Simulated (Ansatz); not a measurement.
A nudged elastic band was laid between two geometries of CH₅GaO (8 atoms, charge 0, multiplicity 1).

All numbers below come from Ansatz 0.2.0, RKS PBE/def2-SVP.

```
movable images  : 7
climbing image  : yes
spring          : 5.0 eV/Å²
optimiser       : quadratic models (default)
start path      : through a guess of the saddle point
force threshold : 0.05 eV/Å
iteration limit : 60
end points      : relaxed
```

First end point:

```xyz
8
Properties=species:S:1:pos:R:3
Ga 0.290 -0.275 0.550
H -0.292 -0.665 1.970
C 2.144 0.082 0.003
H 2.771 -0.821 0.149
H 2.176 0.372 -1.065
H 2.584 0.895 0.614
O -0.899 -0.127 -0.810
H -1.815 -0.308 -0.531
```

Last end point:

```xyz
8
Properties=species:S:1:pos:R:3
Ga -2.801 0.420 -0.388
H 2.426 -0.091 1.605
C 2.322 0.008 0.508
H 1.249 0.009 0.235
H 2.787 0.958 0.183
H 2.839 -0.837 0.016
O -1.095 -0.235 -0.459
H -0.767 -1.078 -0.820
```

Problem. What changes between the two ends?

Solution. Bonds broken: Ga1–H2, Ga1–C3. Bonds formed: H2–C3. CH5GaO becomes CH4 + GaHO.

Problem. Give the energies along the band, and the barrier.

Solution. The run converged. The highest image is number 2 of 0 to 8, 2.81 eV above the first end and 3.06 eV above the last; the last end lies 0.26 eV below the first. The profile has 2 maxima (images 2, 6) with wells between them (image 5): this band takes more than one step, which may be the mechanism or a detour left from its start path. Neighbouring images differ by up to 3.0 eV, so the band resolves the path poorly. A vibrational analysis at the climbing image gives one clearly imaginary mode, 1177i cm⁻¹: a first-order saddle point. The orbitals stay closed-shell, which can raise the energy where a bond breaks towards radicals; this wasn't checked here.

| image | path coordinate (Å) | energy (eV) | Ga1–H2 (Å) | Ga1–C3 (Å) | H2–C3 (Å) |
| --- | --- | --- | --- | --- | --- |
| 0 | 0.00 | 0.00 | 1.58 | 1.97 | 3.22 |
| 1 | 3.54 | 0.01 | 1.58 | 1.97 | 3.22 |
| 2 | 7.07 | 2.81 | 1.54 | 2.25 | 1.88 |
| 3 | 8.68 | -0.17 | 2.82 | 3.55 | 1.11 |
| 4 | 10.28 | -0.22 | 3.87 | 4.16 | 1.11 |
| 5 | 11.88 | -0.25 | 5.49 | 5.15 | 1.11 |
| 6 | 13.49 | -0.21 | 4.50 | 4.59 | 1.11 |
| 7 | 15.09 | -0.24 | 5.09 | 4.89 | 1.11 |
| 8 | 16.69 | -0.26 | 5.62 | 5.22 | 1.11 |

Problem. What is the geometry of the highest image?

Solution. 
```xyz
8
Properties=species:S:1:pos:R:3
Ga -0.204 -0.151 0.756
H 0.929 0.144 1.753
C 1.965 0.048 0.181
H 2.121 -0.938 -0.308
H 1.886 0.861 -0.572
H 2.804 0.258 0.873
O -0.787 -0.474 -0.918
H -1.755 -0.595 -0.883
```

The band took 49 iterations and about 13 core-minutes.

The run took 6.8 min on 2 threads of Arm Neoverse V1 (shared host), peak memory 0.12 GiB.
